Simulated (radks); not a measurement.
Q: The table gives one normalised radial function P(r) = r R(r) (large component) of Ge4+ in [Ar] 3d10 (r in bohr). Method: Dirac Kohn-Sham, HCTH/407, spin-unpolarised, spherical densities, point nucleus; computed with a radial shooting solver on a logarithmic mesh with Libxc functionals.

| r | P |
|---|---|
| 0.005097 | 0.0001 |
| 0.006479 | 0.0001 |
| 0.008171 | 0.0003 |
| 0.01039 | 0.0005 |
| 0.0131 | 0.0010 |
| 0.01665 | 0.0019 |
| 0.021 | 0.0036 |
| 0.0267 | 0.0068 |
| 0.03367 | 0.0126 |
| 0.04246 | 0.0230 |
| 0.05398 | 0.0419 |
| 0.06808 | 0.0731 |
| 0.08654 | 0.1258 |
| 0.1091 | 0.2052 |
| 0.1387 | 0.3251 |
| 0.175 | 0.4812 |
| 0.2224 | 0.6775 |
| 0.2805 | 0.8785 |
| 0.3566 | 1.0586 |
| 0.4497 | 1.1597 |
| 0.5717 | 1.1527 |
| 0.721 | 1.0353 |
| 0.9093 | 0.8377 |
| 1.156 | 0.5945 |
| 1.458 | 0.3705 |
| 1.853 | 0.1918 |
| 2.337 | 0.0811 |

Which n and l does it have? It may be an empty orbital.

A: n = 3, l = 2: the number of nodes gives n - l - 1 = 0, the rise at small r points to l (for j = l - 1/2 the large component starts as r^gamma with gamma = sqrt(l^2 - (Z/c)^2) = 1.99 and the r^(l+1) term takes over further out; the orbital of l - 1 with the same j starts with the same power, but with a larger coefficient, and does not steepen), and the extent must fit the shell. The curve is that of 3d3/2; the two j differ most near the nucleus, where j = l - 1/2 has the larger amplitude, and in heavy atoms j = l - 1/2 is also the more compact. 3d3/2: eigenvalue -79.469 eV, 0 radial nodes, <r> = 0.708 bohr, 90 % of the charge inside 1.19 bohr.
